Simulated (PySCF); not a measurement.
Electron correlation in Mg(3+) (magnesium, charge +3)

[He] 2s2 2p5, 2P determinant. Computed with PySCF 2.14 in jorge-DZP-DKH (7s4p1d, 24 functions), with the spin-free X2C one-electron Hamiltonian (Gaussian nucleus). Frozen: [He] 2s2; 5 electrons correlated.

Total MP2 correlation energy: -12.49 mhartree.

Same-spin part -3.07 and opposite-spin part -9.42 mhartree; SCS-MP2 scales them by 1/3 and 6/5 to -12.33 mhartree.

| level | correlation energy (mhartree) |
| --- | --- |
| CCSD | -13.52 |
| (T) | -0.15 |
| CCSD(T) | -13.67 |

Diagnostics: T1 = 0.0019, D1 = 0.0027, largest double amplitude 0.010.

Task: Is a single reference adequate?

Result: Yes: T1 lies below 0.03 and no double amplitude reaches 0.07.
